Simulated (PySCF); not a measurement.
**Ionisation energy of Ne+ by level of theory**

Ne+ [He] 2s2 2p5 (2P) → Ne(2+) [He] 2s2 2p4 (3P), as a difference of total energies. Calculation: PySCF 2.14, in aug-cc-pwCVQZ; no relativity, point nucleus. Correlated levels: valence: 1s2 frozen; valence and next inner shell: nothing frozen. The calculations carry no spin-orbit coupling.

```json
{"method": "UHF", "ionisation energy (eV)": "39.266"}
{"method": "LDA", "ionisation energy (eV)": "41.443"}
{"method": "PBE", "ionisation energy (eV)": "41.143"}
{"method": "PBE0", "ionisation energy (eV)": "41.005"}
{"method": "r2SCAN", "ionisation energy (eV)": "41.135"}
{"method": "CAM-B3LYP", "ionisation energy (eV)": "41.273"}
{"method": "TPSSh", "ionisation energy (eV)": "40.912"}
{"method": "r2SCAN0", "ionisation energy (eV)": "40.991"}
{"method": "MP2 (valence)", "ionisation energy (eV)": "40.902"}
{"method": "SCS-MP2 (valence)", "ionisation energy (eV)": "40.919"}
{"method": "MP2 (valence and next inner shell)", "ionisation energy (eV)": "40.931"}
{"method": "SCS-MP2 (valence and next inner shell)", "ionisation energy (eV)": "40.936"}
```

Question: How much does correlation contribute at MP2 (valence and next inner shell)?

Answer: 40.931 − (39.266) = 1.665 eV, measured against UHF.

Errors of the correlated levels include the incompleteness of this basis and the frozen core.

For comparison: 40.963 eV (measured; NIST Atomic Spectra Database, ionization energies).
